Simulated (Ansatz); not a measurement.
Basis-set series for `[BH3-][AsH3+]`. Charge 0, multiplicity 1. The structure was optimised at the PBE0-D4/def2-TZVP level.

```tsv
functional	basis	functions	energy (Eh)	HOMO (eV)	LUMO (eV)
PBE0-D4	def2-SVP	76	-2263.68314	-8.55	0.51
PBE0-D4	def2-QZVPP	326	-2264.04168	-8.65	-0.21
ωB97M-V	def2-SVP	76	-2263.82208	-10.80	2.47
ωB97M-V	def2-QZVPP	326	-2264.18414	-10.97	1.13
```

Give the rows for def2-TZVPP. (Best estimate.)

Ansatz gave: 
```
functional       basis  functions  energy (Eh)  HOMO (eV)  LUMO (eV)
   PBE0-D4  def2-TZVPP        163  -2263.99143      -8.64       0.10
   ωB97M-V  def2-TZVPP        163  -2264.13506     -10.96       1.69
```

Positive LUMOs are unbound and depend on the basis. Scalar relativity is left out up to krypton.
